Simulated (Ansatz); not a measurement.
```yaml
crystal:
  periodic: [false, false, false]
  atoms:
    - {symbol: N, position_ang: [1.533360, -1.356973, -1.552593]}
    - {symbol: Si, position_ang: [0.713911, -1.206640, -0.055553]}
    - {symbol: N, position_ang: [-0.483519, 0.032614, -0.040258]}
    - {symbol: C, position_ang: [-0.740387, 0.941405, 0.766093]}
    - {symbol: N, position_ang: [-1.672298, 1.911054, 0.641382]}
    - {symbol: F, position_ang: [-0.077155, 1.130115, 1.938327]}
    - {symbol: H, position_ang: [1.022643, -1.615403, -2.381765]}
    - {symbol: H, position_ang: [2.273845, -0.711958, -1.776914]}
    - {symbol: H, position_ang: [1.767422, -0.977821, 0.968043]}
    - {symbol: H, position_ang: [-0.008154, -2.479585, 0.190712]}
    - {symbol: H, position_ang: [-1.917792, 2.463849, 1.441830]}
    - {symbol: H, position_ang: [-2.334978, 1.814141, -0.105305]}
basis:
  gaussian: {orbitals: aug-cc-pVDZ}
magnetization: {spin_polarized: true, initial_magnetization: 0}
hamiltonian: {xc: {name: HF}}
correlation: {method: mp2, frozen_orbitals: {N: 0}}
```

```sh
$ ansatz run in.yaml --threads 4 --pin off --events-out ev --progress --plain --max-ram 10444MiB
```

(1) How does Ansatz answer? (Best estimate.)

## Answers

(1) Computed: The input was rejected before any iteration.
```
Functional definition: HF
Error: "frozen_orbitals" has no count for Si
```
